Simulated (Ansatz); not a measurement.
Reaction (ligand exchange at the Si–O bond): `C=CCO[SiH3]` + `O[SiH3]` → `[SiH3]O[SiH3]` + `C=CCO`

Computed with Ansatz on PBE0-D4/def2-TZVP structures; ΔE is electronic, products minus reactants. CBS: MP2 limit from def2 TZ/QZ plus the TZ coupled-cluster correction, frozen cores. Functionals use def2-TZVPP. B3LYP here is the variant with VWN-RPA as its local correlation; programs differ in this. HSE06 is defined as in plane-wave codes. Each species was taken in one conformer, which may not be the lowest.

```csv
level,ΔE (kJ/mol),difference from CCSD(T)/CBS
PBE-D4,-18.8,2.5
revPBE-D4,-18.0,3.3
B97M-V,-20.5,0.8
PBE0-D4,-21.1,0.2
B3LYP-D4,-21.7,-0.4
r2SCANh-D4,-21.4,-0.1
r2SCAN0-D4,-22.2,-0.9
HSE06-D4,-21.1,0.2
BHLYP-D4,-24.8,-3.5
CAM-B3LYP-D4,-21.6,-0.3
ωB97X-V,-20.9,0.4
ωB97M-V,-20.4,0.9
B2PLYP,-21.4,-0.1
PBE-QIDH,-21.9,-0.6
PBE,-19.2,2.1
revPBE,-20.1,1.2
BLYP,-20.6,0.7
r2SCAN,-21.1,0.2
PBE0,-21.5,-0.2
B3LYP,-22.1,-0.8
r2SCANh,-21.7,-0.4
r2SCAN0,-22.5,-1.2
HSE06,-21.4,-0.1
BHLYP,-24.3,-3.0
CAM-B3LYP,-21.9,-0.6
LC-ωPBE,-21.4,-0.1
RPA@PBE/def2-TZVPP,-20.4,0.9
HF/def2-SVP,-31.4,-10.1
MP2/def2-SVP,-21.8,-0.5
CCSD/def2-SVP,-23.7,-2.4
CCSD(T)/def2-SVP,-22.4,-1.1
HF/def2-TZVPP,-27.8,-6.5
MP2/def2-TZVPP,-20.2,1.1
SCS-MP2/def2-TZVPP,-21.6,-0.3
CCSD/def2-TZVPP,-22.3,-1.0
CCSD(T)/def2-TZVPP,-21.0,0.3
MP2/def2-QZVPP,-20.7,0.6
SCS-MP2/def2-QZVPP,-22.1,-0.8
HF/CBS(def2),-28.6,-7.3
CCSD/CBS(def2),-22.6,-1.3
CCSD(T)/CBS,-21.3,0
```

Task: What do rigid-rotor, harmonic-oscillator terms from PBE0-D4/def2-TZVP frequencies (298.15 K, 1 bar) make of the CCSD(T)/CBS value? (Best estimate.)

Result: Ansatz gave: ΔZPE = +3.1 kJ/mol, ΔH = -18.3 kJ/mol, ΔS = 10 J/(mol·K), ΔG = -21.3 kJ/mol. Modes under 50 cm⁻¹ make the entropy rough.

Largest T1 diagnostic among the species: 0.011.

In def2-TZVPP, CCSD(T) changes the Hartree–Fock value by +6.8 kJ/mol (the triples alone add +1.3 kJ/mol) and MP2 by +7.6 kJ/mol. Leaving LDA and LC-ωPBE aside and taking each functional with its dispersion term where it has one, the values spread over 6.8 kJ/mol, from BHLYP-D4 to revPBE-D4. From BLYP to BHLYP (50 % exact exchange), in def2-TZVPP and without D4, ΔE moves by −3.7 kJ/mol.
